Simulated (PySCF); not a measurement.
Electron correlation in Li- (lithium, charge -1)

[He] 2s2, closed-shell 1S. Calculation: PySCF 2.14, in aug-cc-pVTZ with one added diffuse shell each of s, p, d, f type (6s5p4d3f, 62 functions); no relativity, point nucleus. Frozen: 1s2; 2 electrons correlated.

With two correlated electrons CCSD is exact within the correlated space (frozen core and kept virtual orbitals).

```tsv
level	correlation energy (mhartree)
CCSD	-27.12
```

Diagnostics: T1 = 0.058, D1 = 0.0822, largest double amplitude 0.124.

T1 exceeds 0.03, a sign that the reference determinant is poor.

Cost of the coupled-cluster step: about 2.7 core-seconds, for 2 correlated electrons.

Iterations:

```
CC2 = 0
CCSD nocc = 1, nmo = 61
frozen orbitals [0]
max_cycle = 100
direct = 0
conv_tol = 1e-08
conv_tol_normt = 1e-06
diis_space = 8
diis_start_cycle = 0
Init t2, MP2 energy = -7.44562428351526  E_corr(MP2) -0.0174632525730622
Init E_corr(CCSD) = -0.0174632525730765
cycle = 1  E_corr(CCSD) = -0.0210992149963681  dE = -0.00363596242  norm(t1,t2) = 0.0707689
cycle = 2  E_corr(CCSD) = -0.0235721432229158  dE = -0.00247292823  norm(t1,t2) = 0.0419428
cycle = 3  E_corr(CCSD) = -0.0268311006674316  dE = -0.00325895744  norm(t1,t2) = 0.0266378
cycle = 4  E_corr(CCSD) = -0.0270259160323485  dE = -0.000194815365  norm(t1,t2) = 0.00652531
cycle = 5  E_corr(CCSD) = -0.0270966581732438  dE = -7.07421409e-05  norm(t1,t2) = 0.00389503
cycle = 6  E_corr(CCSD) = -0.0271339216214751  dE = -3.72634482e-05  norm(t1,t2) = 0.00200345
cycle = 7  E_corr(CCSD) = -0.0271264859668527  dE = 7.43565462e-06  norm(t1,t2) = 0.00101645
cycle = 8  E_corr(CCSD) = -0.0271079511864409  dE = 1.85347804e-05  norm(t1,t2) = 0.000329524
cycle = 9  E_corr(CCSD) = -0.0271209857403925  dE = -1.3034554e-05  norm(t1,t2) = 0.000147688
cycle = 10  E_corr(CCSD) = -0.0271181378948972  dE = 2.8478455e-06  norm(t1,t2) = 3.89836e-05
cycle = 11  E_corr(CCSD) = -0.0271182068078064  dE = -6.89129093e-08  norm(t1,t2) = 1.14748e-05
cycle = 12  E_corr(CCSD) = -0.0271180095699563  dE = 1.9723785e-07  norm(t1,t2) = 4.76329e-06
cycle = 13  E_corr(CCSD) = -0.027118013534708  dE = -3.96475174e-09  norm(t1,t2) = 2.04826e-06
cycle = 14  E_corr(CCSD) = -0.0271180165754307  dE = -3.04072267e-09  norm(t1,t2) = 4.66598e-07
CCSD converged
E(CCSD) = -7.455279047517626  E_corr = -0.02711801657543069
```
